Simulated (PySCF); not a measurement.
C7H8O.
SMILES: `c1c(cco1)C1CC1`

Torsions of this conformer, `[cH:1]1[cH:2][c:3]([CH:4]2[CH2:5][CH2:6]2)[cH:7][o:8]1`: C2–C3–C4–C5 36°.

The closed-shell ground state was solved at several levels (PySCF, density fitting, gas phase, non-relativistic). Geometry: PBE0-D3(BJ)/def2-SVP, one conformer, isolated molecule.

| level | basis functions | HOMO (eV) | LUMO (eV) | gap (eV) | dipole (D) |
| --- | --- | --- | --- | --- | --- |
| B3LYP/pcJ-1 | 296 | -6.13 | 0.22 | 6.35 | 0.94 |
| KT3/pcSseg-1 | 176 | -5.29 | -0.47 | 4.82 | 0.85 |
| PBE0/pcSseg-1 | 176 | -6.36 | 0.44 | 6.80 | 0.93 |

(1) What might CAM-B3LYP/def2-SVPD (227 basis functions) give for the same quantities?

(2) Over all these levels, which gives the widest orbital gap and which the narrowest?

(3) How far do the dipole and the HOMO energy spread over the levels?

Results:

(1) HOMO -7.64 eV, LUMO 1.40 eV, gap 9.04 eV, dipole 1.04 D.

(2) CAM-B3LYP/def2-SVPD (range-separated hybrid) has the widest, 9.04 eV, and KT3/pcSseg-1 (GGA) the narrowest, 4.82 eV. Functional and basis both differ between the two, so the spread mixes both effects.

(3) The dipole runs from 0.85 to 1.04 D (mean 0.94 D) and the HOMO from -7.64 to -5.29 eV.
